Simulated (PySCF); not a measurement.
An unknown gives this computed stick spectrum. The calculation used PySCF, TDDFT CAM-B3LYP/def2-SVPD, vertical, gas phase, core orbitals frozen in the response. Geometries: PBE0-D3(BJ)/def2-SVP, one conformer each.

```tsv
state	λ (nm)	f
S1	316.2	0.0002
S2	213.7	0.365
S3	181.3	0.0026
S4	176.3	0.018
S5	174.9	0.0034
S6	170.0	0.0022
S7	169.0	0.0084
S8	163.5	0.053
S9	158.0	0.025
S10	156.2	0.0019
```

Triplets computed (Tamm–Dancoff): 3.43, 3.59, 5.89, 6.59 eV.

Problem. Which structure fits? All have the formula C9H14O.
A. `C=C1C[C@@H](C)[C@@H](C(C)=O)C1`
B. `CC1=CC(=O)CC(C)(C)C1`
C. `C[C@@]12C=C[C@@](CO)(CC1)C2`

Solution. B. Its S1, at 3.92 eV, is the lowest among the candidates; the nearest of the others has S1 at 4.46 eV. S1 is HOMO→LUMO (92%). Löwdin shares by element: HOMO oxygen 60%, carbon 31% or more; LUMO carbon 57% or more, oxygen 20% (atoms not listed hold the other 22%). At the same level the other candidates give, for their lowest levels:
- `C[C@@]12C=C[C@@](CO)(CC1)C2`: 188 nm (f 0.162); 183 nm (f 0.033); 175 nm (f 0.016); 170 nm (f 0.018); 168 nm (f 0.006); T1 4.05 eV; HOMO -8.34, LUMO 1.19 eV
- `C=C1C[C@@H](C)[C@@H](C(C)=O)C1`: 278 nm (f 0.000); 188 nm (f 0.235); 184 nm (f 0.015); 182 nm (f 0.080); 176 nm (f 0.036); T1 3.91 eV; HOMO -8.28, LUMO 0.67 eV
